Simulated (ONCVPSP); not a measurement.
Before and after: ONCV potential for germanium

| Item | Value |
| --- | --- |
| Element | Ge (Z = 32) |
| Generator | ONCVPSP 4.0.1 |
| Type | optimised norm-conserving Vanderbilt (ONCV) |
| Functional | BLYP |
| Relativity | fully relativistic |
| Frozen core | [Ar] 3d10 |
| Valence charge | 4 |
| Reference configuration | 4s1.5 4p2.5 |
| Partial waves | 4s: rc 1.75 bohr, ncon 4, nbas 9, qcut 3.3 1/bohr, 2 projectors, debl 2.5 Ha; 4p: rc 2.15 bohr, ncon 4, nbas 9, qcut 3.5 1/bohr, 2 projectors, debl 2.7 Ha |
| Local potential | polynomial inside 1.35 bohr (lpopt 5, dvloc0 0 Ha) |
| Core correction | none |

Open shells are filled in proportion to 2j + 1.

Change: s: qcut 3.9.

Cutoffs: the cutoffs (Ha) at which the residual kinetic energy of the hardest occupied pseudo-wave falls to 1 and 0.1 mHa per electron; they do not see the model core or the augmentation charge, which bear on the density cutoff. Errors are all-electron minus pseudo energies relative to the spin-unpolarised reference configuration.

Task: What does the change do?

Result: The potential gets softer (27 Ha and 73 Ha → 8.9 Ha and 62 Ha); the errors of the 4 common tests hardly move; neither file shows a bound ghost.

| quantity | base | changed |
| --- | --- | --- |
| cutoff, loose | 27 Ha | 8.9 Ha |
| cutoff, tight | 73 Ha | 62 Ha |
| loose cutoff by channel | s 27 Ha, p 3.0 Ha | s 8.9 Ha, p 3.0 Ha |
| bound ghosts | none | none |
| GHOST(+) flags under 300 eV | s at 106.1 eV | s at 104.8 eV |
| error for 4s2 4p2, meV [ΔE -3.98 eV] | +4.0 | +4.6 |
| error for 4s2 4p1, meV [ΔE 3.39 eV] | +20 | +20 |
| error for 4s2 4p0, meV [ΔE 18.85 eV] | +85 | +85 |
| error for 4s1 4p0, meV [ΔE 53.80 eV] | +313 | +316 |
| s: phases at 1.78 bohr within 0.05 rad from the reference energy up to (Ha; the scan ends near 5) | 3.6 | 3.6 |
| p3/2: phases at 2.18 bohr within 0.05 rad from the reference energy up to (Ha; the scan ends near 5) | 3.4 | 3.4 |
| p1/2: phases at 2.18 bohr within 0.05 rad from the reference energy up to (Ha; the scan ends near 5) | 3.4 | 3.4 |
